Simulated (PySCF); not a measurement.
Al³⁺ (aluminium, charge +3) across methods

[Ne], closed-shell 1S. Computed with PySCF 2.14 in aug-cc-pV(D+d)Z (5s4p3d, 32 functions), with the non-relativistic Hamiltonian (point nucleus).

```tsv
method	E (hartree)	mean ε 1s (eV)	mean ε 2s (eV)	mean ε 2p (eV)	Σ⟨r²⟩ (bohr²)	⟨S²⟩
PBE	-240.2529	-1544.5	-142.37	-104.41	3.686	0.000
LC-wPBE	-240.3017	-1550.8	-148.58	-110.34	3.689	0.000
B97-3	-240.3813	-1567.0	-149.62	-109.47	3.665	0.000
r2SCAN	-240.3838	-1554.4	-145.84	-106.04	3.663	0.000
PBE0	-240.2840	-1565.4	-149.03	-109.11	3.672	0.000
UHF	-239.99432	-1627.6	-167.59	-121.90	3.645	0.000
wB97X-V	-240.3663	-1562.8	-150.66	-111.12	3.675	0.000
r2SCANh	-240.3823	-1561.8	-148.08	-107.73	3.660	0.000
LDA	-239.3313	-1536.9	-141.57	-104.34	3.692	0.000
```
